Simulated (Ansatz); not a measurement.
## Two structures, one formula

The two ends of one reaction step of HfH2Cl2O2, closed shell (PBE0-D4/def2-TZVP).

A:

| atom | x (Å) | y (Å) | z (Å) |
| --- | --- | --- | --- |
| Hf1 | -0.5193 | 0.1325 | 0.7135 |
| O2 | 0.7205 | -0.3561 | -1.0606 |
| O3 | -1.8134 | 0.7824 | -0.2817 |
| H4 | 0.3298 | -0.0349 | -1.8819 |
| Cl5 | 0.7330 | 1.8223 | 1.8421 |
| Cl6 | -1.1205 | -1.8827 | 1.8385 |
| H7 | 1.6700 | -0.4635 | -1.1699 |

B:

```xyz
7
angstrom
Hf -0.0519 0.0008 0.4129
O 1.5005 -0.6197 -0.4821
O -1.3457 0.6212 -0.8277
H -1.8902 0.8930 -1.5593
Cl 0.5485 1.7754 1.8434
Cl -0.9767 -1.7739 1.6585
H 2.2154 -0.8968 -1.0456
```

Computed with Ansatz 0.2.0 (basis: def2-TZVPP); correlated methods freeze the cores. Core potentials replace the inner electrons of the atoms past krypton. B3LYP uses VWN-RPA correlation.

**Question.** Which structure is lower at CCSD(T), and by how much? (To be estimated.)

**Answer.** The calculation gives: B, by 172.4 kJ/mol (electronic energy, against the other). By their contacts, A is HfH₂Cl₂O₂ ([O][Hf]([OH2])([Cl])[Cl]) and B is HfH₂Cl₂O₂ ([OH][Hf]([OH])([Cl])[Cl]).

All methods give the same order:

```
      method  E(B) − E(A) (kJ/mol)
       SPW92                -176.8
      PBE-D4                -166.0
     BLYP-D4                -169.9
   r2SCAN-D4                -176.0
      B97M-V                -181.7
     PBE0-D4                -178.9
    B3LYP-D4                -180.7
  r2SCAN0-D4                -185.2
    BHLYP-D4                -197.0
CAM-B3LYP-D4                -189.9
     wB97X-V                -186.1
     wB97M-V                -184.7
      B2PLYP                -167.3
    PBE-QIDH                -172.8
  RPA on PBE                -167.5
          HF                -217.1
         MP2                -154.0
        CCSD                -184.2
     CCSD(T)                -172.4
```

T1 diagnostic: at most 0.017.

Labels in which every atom is bracketed show which atoms are joined, not bond orders.

For scale, one of the runs: CCSD(T)/def2-TZVPP, 230 basis functions, launched by `ansatz run in.yaml --threads 8 --pin off --events-out ev --progress --plain --max-ram 19148MiB`. The run took 29 s on 8 CPU threads of an AMD EPYC 9R45 (shared host), with 4.4 GiB of host memory at its peak.
